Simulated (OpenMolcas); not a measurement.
Computed levels of F2+

| Property | Result |
| --- | --- |
| Program | OpenMolcas |
| Method | CASSCF |
| Basis | ANO-RCC-VTZP [4s3p2d1f] |
| Scalar Hamiltonian | DKH2, point nucleus |
| Active space | 5 electrons in 8 orbitals (2s 2p 3s 3p) |
| State averaging | 2S+1 = 4 odd, 1 root; 2S+1 = 2 odd, 8 roots; 2S+1 = 4 even, 3 roots; 2S+1 = 2 even, 9 roots |
| Spin-orbit coupling | RASSI with atomic mean-field integrals over the reference wave functions, term energies averaged over their components |

With spin-orbit coupling, above the lowest level:

| Configuration | Term | J | E (cm⁻¹) | Measured (cm⁻¹) | g | Term weight % |
| --- | --- | --- | --- | --- | --- | --- |
| 2s² 2p³ | ⁴S° | 3/2 | 0.0 | 0.0 | 2.002 | 100 |
| 2s² 2p³ | ²D° | 3/2 | 37602 |  | 0.800 | 100 |
| 2s² 2p³ | ²D° | 5/2 | 37625 |  | 1.200 | 100 |
| 2s² 2p³ | ²P° | 1/2 | 50717 |  | 0.666 | 100 |
| 2s² 2p³ | ²P° | 3/2 | 50737 |  | 1.334 | 100 |
| 2s 2p⁴ | ⁴P | 5/2 | 152321 | 151898 | 1.601 | 100 |
| 2s 2p⁴ | ⁴P | 3/2 | 152610 | 152235 | 1.735 | 100 |
| 2s 2p⁴ | ⁴P | 1/2 | 152781 | 152410 | 2.671 | 100 |
| 2s 2p⁴ | ²D | 3/2 | 220972 | 210256 | 0.800 | 100 |
| 2s 2p⁴ | ²D | 5/2 | 220991 | 210240 | 1.200 | 100 |
| 2s 2p⁴ | ²S | 1/2 | 254919 | 248260 | 2.002 | 100 |

Against the 6 measured excited levels shown (Moore, Atomic Energy Levels, vol. I, NSRDS-NBS 35 (1971 reprint of NBS Circular 467, 1949)) the mean absolute deviation is 4900 cm-1; the largest miss in energy is 2s 2p⁴ ²D_5/2: computed 220991, measured 210240 cm⁻¹ (+5.1 %).

Spin-orbit coupling puts the lowest level 2.6 cm⁻¹ below the lowest spin-free term.

Active for correlation alone: 3p 3s; no level in the range computed is led by a configuration that fills them, so any true level of that kind is missing. Computed and measured levels are paired by configuration, term and J; levels that our copy of the source lacks, or whose pairing is in doubt (as where it misses far off the trend of its configuration), stay unpaired and out of the deviations. Only configurations of the active space appear. The first state left out of the spin-orbit step lies near 350000 cm-1 above the lowest spin-free state of the reference (among the parities and spins computed), and the list stops at four fifths of that energy or lower.

The term weight is that of the spin-free term in the level, not the purity of its configuration. ° marks odd parity.
